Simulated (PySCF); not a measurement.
# Radial density of Tb (terbium, neutral)

MN15, [Xe] 4f9 6s2, one real determinant. All numbers are calculated (PySCF 2.14, scalar relativity by spin-free X2C-1e, in cc-pwCVTZ-X2C).

```json
{"r (bohr)": "0.0167", "4πr²ρ (e/bohr)": "86.88", "4πr²(ρα − ρβ)": "0.0004"}
{"r (bohr)": "0.0280", "4πr²ρ (e/bohr)": "75.98", "4πr²(ρα − ρβ)": "0.0011"}
{"r (bohr)": "0.0471", "4πr²ρ (e/bohr)": "99.63", "4πr²(ρα − ρβ)": "0.0002"}
{"r (bohr)": "0.0793", "4πr²ρ (e/bohr)": "109.9", "4πr²(ρα − ρβ)": "-0.0038"}
{"r (bohr)": "0.133", "4πr²ρ (e/bohr)": "88.29", "4πr²(ρα − ρβ)": "0.1221"}
{"r (bohr)": "0.224", "4πr²ρ (e/bohr)": "91.41", "4πr²(ρα − ρβ)": "1.2567"}
{"r (bohr)": "0.377", "4πr²ρ (e/bohr)": "44.53", "4πr²(ρα − ρβ)": "4.4203"}
{"r (bohr)": "0.635", "4πr²ρ (e/bohr)": "42.89", "4πr²(ρα − ρβ)": "5.6821"}
{"r (bohr)": "1.07", "4πr²ρ (e/bohr)": "14.63", "4πr²(ρα − ρβ)": "2.8706"}
{"r (bohr)": "1.80", "4πr²ρ (e/bohr)": "5.401", "4πr²(ρα − ρβ)": "0.5133"}
{"r (bohr)": "3.02", "4πr²ρ (e/bohr)": "0.9619", "4πr²(ρα − ρβ)": "0.0265"}
{"r (bohr)": "5.08", "4πr²ρ (e/bohr)": "0.3675", "4πr²(ρα − ρβ)": "-0.0027"}
{"r (bohr)": "8.55", "4πr²ρ (e/bohr)": "0.02335", "4πr²(ρα − ρβ)": "-0.0009"}
{"r (bohr)": "14.4", "4πr²ρ (e/bohr)": "5.327e-05", "4πr²(ρα − ρβ)": "0.0000"}
```

Densities and radii are taken from the X2C orbitals without a picture-change correction, which distorts them close to the nucleus.

⟨L²⟩ = 24.01 against 30 for a pure H term, so this real determinant mixes terms. Spin-orbit coupling, absent here, splits the open shell strongly.

(1) Where is the radial spin density 4πr²(ρα − ρβ) most negative, and why is it negative at all?

## Answers

(1) Around r = 0.0793 bohr, down to -0.0038 e/bohr: exchange with the open shell polarises the paired shells in an unrestricted calculation.
